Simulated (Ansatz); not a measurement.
Reactions of CH₂BrNSi, SMILES `BrC1=N[SiH2]1`.

Gas-phase electronic energies from Ansatz, PBE0-D4/def2-TZVP geometries. CCSD(T)/CBS adds triple-zeta CCSD(T) − MP2 to the extrapolated MP2 energy (def2 sets, frozen cores). This one scheme is used for every species, atoms too. Functionals use def2-TZVPP. Open shells (•) are unrestricted, without spin–orbit coupling. Spin–orbit coupling would lower the free atoms: a little for C, Si; clearly for Br. For Br outer-core shells are correlated without core-valence functions, so the limit isn't a true one: a few kJ/mol of doubt a bond, and 10 to 20 or more in all where bonds break to atoms. Scalar relativity is left out up to krypton.

| reaction | r2SCAN-D4 (kJ/mol) | MP2/CBS(def2) (kJ/mol) | CCSD(T)/CBS(def2) (kJ/mol) |
| --- | --- | --- | --- |
| `BrC1=N[SiH2]1` → `Br[SiH]1C=N1` | -117 | -124 | -125 |
| `BrC1=N[SiH2]1` + H–F → `FC1=N[SiH2]1` + HBr | 13 | 37 | 24 |
| `BrC1=N[SiH2]1` + HCl → `ClC1=N[SiH2]1` + HBr | 5 | 9 | 7 |
| `BrC1=N[SiH2]1` → Br• + C• + 2 H• + N• + Si• | 1994 | 2048 | 1979 |

Largest T1 diagnostic: 0.016, for `FC1=N[SiH2]1`.
